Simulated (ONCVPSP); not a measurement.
## O, ONCV: configuration errors across variants

ONCVPSP 4.0.1 input, shortened (lines: element, Z, core and valence counts, functional; n l f; lmax; l rc ep ncon nbas qcut; lloc lpopt rc5 dvloc0; l nproj debl; icmod fcfact rcfact), PBEsol, scalar-relativistic:

```
  O 8.00    1    2  -116133      upf
    1    0    2.00
    2    0    2.00
    2    1    2.00
    2
    0    0.85    0.00    4    7    8.70
    1    0.95    0.00    4    7    9.80
    2    0.85    0.11    3    6   10.40
    2    5    0.85    0.00
    0    1    3.00
    1    2    2.80
    2    0    1.00
    3    4.75    1.45
```

All-electron excitation energies from the reference (eV): (1) 2s2 2p4 -49.837; (2) 2s2 2p3 -33.478; (3) 2s2 2p1 53.707; (4) 2s2 2p3.5 -43.583.

A true bound ghost makes a file unfit for plane-wave use even where its test errors are small: the radial tests pick states by their node count and pass the ghost by.

Errors AE − PS in meV (a dash: test not solved or not reliable):

| change | (1) | (2) | (3) | (4) | bound ghosts | GHOST(+) flags above zero |
| --- | --- | --- | --- | --- | --- | --- |
| base | +41 | +19 | +45 | +31 | none | none |
| s: nproj 3 | +33 | +15 | +36 | +25 | s | none |
| core correction Teter function, fcfact 4.75, rcfact 1.18 | +51 | +24 | +63 | +40 | none | none |

(1) Give the same row for: p: rc 0.86.

Results:

(1) +30, +14, +32, +23; bound ghosts: none; GHOST(+) flags above zero: none.
